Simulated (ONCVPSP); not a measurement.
Reading a pseudo-wave (nitrogen)

Columns: radius, all-electron u(r) and pseudo u(r) of the 2p shell (level -7.09 eV) of nitrogen in the configuration [He] 2s2 2p3; PBE, scalar-relativistic, ONCV scheme, ONCVPSP 4.0.1.

| r (bohr) | all-electron | pseudo |
| --- | --- | --- |
| 0.068 | 0.0375 | 0.0175 |
| 0.135 | 0.1186 | 0.0668 |
| 0.202 | 0.2165 | 0.1427 |
| 0.270 | 0.3175 | 0.2385 |
| 0.338 | 0.4121 | 0.3438 |
| 0.405 | 0.4951 | 0.4473 |
| 0.473 | 0.5674 | 0.5442 |
| 0.540 | 0.6270 | 0.6257 |
| 0.608 | 0.6765 | 0.6914 |
| 0.675 | 0.7146 | 0.7384 |
| 0.742 | 0.7431 | 0.7695 |
| 0.810 | 0.7630 | 0.7872 |
| 0.878 | 0.7751 | 0.7943 |
| 0.945 | 0.7804 | 0.7937 |
| 1.013 | 0.7800 | 0.7880 |
| 1.080 | 0.7750 | 0.7791 |
| 1.148 | 0.7659 | 0.7676 |
| 1.215 | 0.7539 | 0.7543 |
| 1.283 | 0.7391 | 0.7391 |
| 1.350 | 0.7225 | 0.7225 |
| 1.418 | 0.7041 | 0.7042 |
| 1.485 | 0.6849 | 0.6849 |
| 1.553 | 0.6646 | 0.6646 |
| 1.620 | 0.6440 | 0.6440 |
| 1.688 | 0.6227 | 0.6227 |
| 1.755 | 0.6017 | 0.6017 |

Problem. How many radial nodes do the two functions have?

Solution. The all-electron 2p function has n − l − 1 = 0; the pseudo-wave has 0.

Problem. At about which radius was the pseudo-wave matched?

Solution. 1.35 bohr. The columns agree to 0.0005 from 1.22 bohr on; several derivatives are matched, so the curves merge somewhat inside the radius.

Problem. Where does each function peak?

Solution. Outermost all-electron maximum near 0.94 bohr, pseudo maximum near 0.88 bohr (to the table’s step).

Problem. Is the pseudo-wave norm-conserving?

Solution. Yes: the ONCV scheme keeps the norm inside the radius equal to the all-electron one, which fixes the energy derivative of the logarithmic derivative at the level.
